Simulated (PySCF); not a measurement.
Nb(O)(F)(Me)2 (C2H6FNbO), SMILES [CH3][Nb]([CH3])(=[O])[F], multiplicity 1.

Coordinates come from a PBE0-D3(BJ)/def2-SVP optimisation. The multiplicity is an assumed one; other spin states were not compared. The def2 effective core potentials stand for the cores of Nb; spin–orbit coupling is left out.

Two levels are set side by side: PBE/def2-TZVP (PySCF) and B3LYP/def2-TZVP (PySCF). Same geometry, gas phase. Differences are taken from unrounded values.

```csv
quantity,B3LYP
orbital gap (eV),5.95
highest occupied level (eV),-8.29
lowest empty level (eV),-2.34
dipole moment (D),2.76
mean polarisability (bohr³),67.7
```

### Question
What does PBE give, and how far is it from B3LYP? (The exact figures need the calculation; the answer reports its results.)

### Answer

```
quantity                       PBE  PBE minus B3LYP
---------------------------  -----  ---------------
orbital gap (eV)              4.15            -1.80
highest occupied level (eV)  -7.10             1.18
lowest empty level (eV)      -2.95            -0.62
dipole moment (D)             2.56            -0.20
mean polarisability (bohr³)   69.8              2.1
```

PBE's occupied levels lie high since its potential decays too fast outside the molecule; exact exchange lowers them and widens the gap. Loosely held outer electrons make PBE densities more polarisable. Differences between two approximate levels are no errors against the true value.

Rough cost on one machine, each run with all the roots and properties that it gave: B3LYP against PBE within a factor of 2.
